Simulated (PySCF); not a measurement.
# Exercise with solution: oscillator strength and radiative lifetime

CH3CdFO, SMILES [Cd]([O]C)[F].

The structure is a stationary point at PBE0-D3(BJ)/def2-SVP. The def2 effective core potentials stand for the cores of Cd; spin–orbit coupling is left out. Other conformers were not sampled.

PySCF with TDDFT-PBE0/def2-SVPD puts the first singlet state with f over 0.02 at 5.02 eV (vertical), with the transition dipole (-0.174, -0.843, 0.000) in atomic units.

Task: Find the oscillator strength, the wavelength and the radiative lifetime that this transition would have in vacuum if emission retraced absorption.

Result: 
|μ|² = 0.7409 au, so |μ| = 2.19 D. ΔE = 5.02/27.211 = 0.1845 hartree. f = (2/3) ΔE |μ|² = 0.091 (the program prints 0.091).
λ = 1239.84/5.02 = 247 nm; ν = 40489 cm⁻¹.
Einstein's coefficient A = 0.6670 ν² f s⁻¹ (ν in cm⁻¹) = 1.0e8 s⁻¹, so τ = 1/A = 10 ns. This state is S2; the lower singlet has f = 0.003. The figure is the radiative limit of this one transition; relaxation, internal conversion, crossing to triplets and a medium change what is measured.
